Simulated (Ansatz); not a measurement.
Calculated with Ansatz (gas phase, PBE0-D4/def2-TZVP geometries, no zero-point term in ΔE). CBS: MP2 limit from def2 TZ/QZ plus the TZ coupled-cluster correction, frozen cores. Functionals use def2-TZVPP. Each species was taken in one conformer, which may not be the lowest.

Consider the formal exchange of groups at a B–C bond: `N[SiH2]CBO` + `N=C[SiH3]` → `N=C([SiH3])BO` + `C[SiH2]N`.

| level | ΔE (kJ/mol) |
| --- | --- |
| PBE0-D4 | 7.5 |
| revPBE | 6.5 |
| r2SCANh | 7.4 |
| r2SCAN0 | 8.2 |

(1) What does CCSD(T)/CBS give? (Best estimate.)

(2) What do rigid-rotor, harmonic-oscillator terms from PBE0-D4/def2-TZVP frequencies (298.15 K, 1 bar) make of the CCSD(T)/CBS value? (Estimate.)

Largest T1 diagnostic among the species: 0.014.

## Answers

(1) Ansatz gave: +5.5 kJ/mol. The listed levels differ from it by 2.0, 1.0, 1.9, 2.7 kJ/mol.

(2) Ansatz gave: ΔZPE = -0.2 kJ/mol, ΔH = +5.4 kJ/mol, ΔS = -5 J/(mol·K), ΔG = +7.0 kJ/mol. Modes under 50 cm⁻¹ make the entropy rough.

Leaving LDA and LC-ωPBE aside and taking each functional with its dispersion term where it has one, the values, not all of them listed here, spread over 5.7 kJ/mol, from BLYP-D4 to r2SCAN0-D4.

CCSD(T)/CBS has its own doubt, a few kJ/mol and more with outer-core shells, so smaller differences from it don't rank the levels.
